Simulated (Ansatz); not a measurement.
**What C5HF2N (SMILES FC#CF.C#CC#N) costs in Ansatz**

C5HF2N has 9 atoms, charge 0, and is taken as a singlet. As SMILES, `FC#CF.C#CC#N`. The coordinates come from a GFN2-xTB relaxation.

```xyz
9

F    -1.7004    0.5686    0.1745
C    -1.4570    0.4787   -1.0863
C    -1.3997    0.0688   -2.2106
F    -1.1641   -0.0168   -3.4682
C     1.0447    0.5203    2.3674
C     1.1482   -0.1758    1.3905
C     1.2501   -0.9589    0.2775
N     1.3252   -1.6120   -0.6639
H     0.9531    1.1271    3.2192
```

Program: Ansatz 0.2.0. Hardware: 1 thread of Intel Xeon at 2.50GHz (Skylake/Cascade Lake), shared host, so times are rough. Ansatz fits the integrals of SCF and DFT runs by default. Its times include its search for lower SCF states.

Question: Estimate their order by wall time, quickest first.
A. energy at CCSD(T)/pcseg-1, 8 core orbitals frozen
B. energy at wB97X-V/pcseg-1
C. energy at revPBE0-D3(BJ)/pcseg-1

Answer: C (6 s), B (19 s), A (67 s).
